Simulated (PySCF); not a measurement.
Species: C₅H₈NSi (doublet state).
SMILES with atom numbers: `[CH3:1][SiH:2][n:3]1[cH:4][cH:5][cH:6][cH:7]1` (hydrogens: H8, H9, H10 on C1; H11 on Si2; H12 on C4; H13 on C5; H14 on C6; H15 on C7)

Cartesian coordinates in Å at the GFN2-xTB level; atoms count from 1:
```
atom  x, y, z in Å
C1     2.5688   -0.5055   -0.4053
Si2    1.4752    0.7978    0.4298
N3    -0.2083    0.3809    0.1938
C4    -1.2560    0.8691    0.9291
C5    -2.4277    0.3968    0.4224
C6    -2.0965   -0.4168   -0.6875
C7    -0.7394   -0.3973   -0.8004
H8     2.4994   -0.4692   -1.4888
H9     2.2889   -1.5084   -0.0859
H10    3.6092   -0.3480   -0.1383
H11    1.6555    0.9299    1.8754
H12   -1.0738    1.5133    1.7664
H13   -3.4135    0.5994    0.7931
H14   -2.7848   -0.9483   -1.3154
H15   -0.1015   -0.8856   -1.5103
```

The hyperfine couplings belong to this conformer and change with its torsions.

Computed with UKS B3LYP, pcH-1 on C H N Si, non-relativistic, mean-field spin-orbit, GIAO in PySCF. Isolated species at its GFN2-xTB geometry (one conformer only). A GFN2-xTB geometry isn't a minimum of the functional, and hyperfine couplings can be far from their values at a DFT geometry, by a factor of two or more for some ions and for spin on atoms past the first row. The SCF solution wasn't tested for stability.

(1) The isotropic 13C couplings are +40.0, +2.8, -1.9 MHz. Assign them to C1; C6; C7.

## Answers

(1) 
```tsv
site	a_iso (MHz)	ρ(0) (bohr⁻³)	position	distance from Si2 (Å)	spin population	largest |T| (MHz)
C1	+40.0	+0.0356	1 bond from Si2	1.90	+0.02	9.9
C6	+2.8	+0.0025	3 bonds from Si2	3.93	+0.04	5.7
C7	-1.9	-0.0017	2 bonds from Si2	2.80	-0.01	1.6
```

ρ(0) is the spin density at the nucleus and T the dipolar tensor; a_iso includes a spin–orbit part; entries for several nuclei are means. The largest Mulliken spin population is on Si2 (+0.85). The angles at Si2 add up to 330.5°, so it is pyramidal.

The spin density at the nucleus, in bohr⁻³, is negative for C7 (-0.0017), for instance. A restricted open-shell determinant has no negative spin density anywhere; here it arises because α and β orbitals differ (spin polarisation).

Nuclei that the bonding pattern makes equivalent are averaged, as if the motion that swaps them (rotation, inversion, ring flip) were fast. C4 and C7, with what hangs on them, aren't averaged: N3 is flat or nearly so (angle sum 360°), and its turn about the short N3–Si2 bond (1.75 Å) is taken as slow. The three 1H nuclei of mean +18.0 MHz run from -3.4 to 51.3 MHz in the frozen geometry.
